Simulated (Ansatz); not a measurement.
Program: Ansatz. Geometries: PBE0-D4/def2-TZVP. ΔE: electronic, gas phase. CCSD(T)/CBS is the MP2 limit (def2-TZVPP, def2-QZVPP) plus CCSD(T) − MP2 in def2-TZVPP, frozen cores. This one scheme is used for every species. DFT in def2-TZVPP. B3LYP here is the variant with VWN-RPA as its local correlation; programs differ in this. HSE06 is defined as in plane-wave codes. For As, Se outer-core shells are correlated without core-valence functions, which leaves a few kJ/mol of doubt a bond. Scalar relativity is left out up to krypton.

dimethyl selenide + arsine → `C[Se][AsH2]` + CH₄  (ligand exchange at the Se–C bond)

```tsv
level	ΔE (kcal/mol)	difference from CCSD(T)/CBS
PBE-D4	-20.7	-1.1
BLYP-D4	-21.2	-1.6
r2SCAN-D4	-20.6	-1.0
B97M-V	-19.6	0.0
PBE0-D4	-20.5	-0.9
B3LYP-D4	-21.0	-1.4
r2SCANh-D4	-20.6	-1.0
HSE06-D4	-20.6	-1.0
BHLYP-D4	-21.1	-1.5
CAM-B3LYP-D4	-19.4	0.2
ωB97X-V	-18.8	0.8
ωB97M-V	-19.4	0.2
B2PLYP	-20.0	-0.4
PBE-QIDH	-19.8	-0.2
PBE	-20.3	-0.7
r2SCAN	-20.5	-0.9
PBE0	-20.2	-0.6
B3LYP	-20.3	-0.7
r2SCANh	-20.5	-0.9
r2SCAN0	-20.4	-0.8
HSE06	-20.3	-0.7
BHLYP	-20.0	-0.4
CAM-B3LYP	-19.0	0.6
LC-ωPBE	-18.4	1.2
RPA@PBE/def2-TZVPP	-17.4	2.2
HF/def2-SVP	-19.2	0.4
MP2/def2-SVP	-19.5	0.1
CCSD/def2-SVP	-18.4	1.2
CCSD(T)/def2-SVP	-18.5	1.1
HF/def2-TZVPP	-19.5	0.1
MP2/def2-TZVPP	-19.5	0.1
SCS-MP2/def2-TZVPP	-19.0	0.6
CCSD/def2-TZVPP	-18.3	1.3
CCSD(T)/def2-TZVPP	-18.5	1.1
HF/def2-QZVPP	-19.4	0.2
MP2/def2-QZVPP	-20.2	-0.6
SCS-MP2/def2-QZVPP	-19.5	0.1
HF/CBS(def2)	-19.4	0.2
MP2/CBS(def2)	-20.7	-1.1
CCSD/CBS(def2)	-19.4	0.2
CCSD(T)/CBS	-19.6	0
```

Largest T1 diagnostic among the species: 0.011.

At CCSD(T), def2-SVP lies +1.1 kcal/mol from the extrapolated value and def2-TZVPP +1.1 kcal/mol. Leaving LDA and LC-ωPBE aside and taking each functional with its dispersion term where it has one, the values spread over 2.4 kcal/mol, from BLYP-D4 to ωB97X-V. LDA lies +1.3 kcal/mol from PBE without D4.
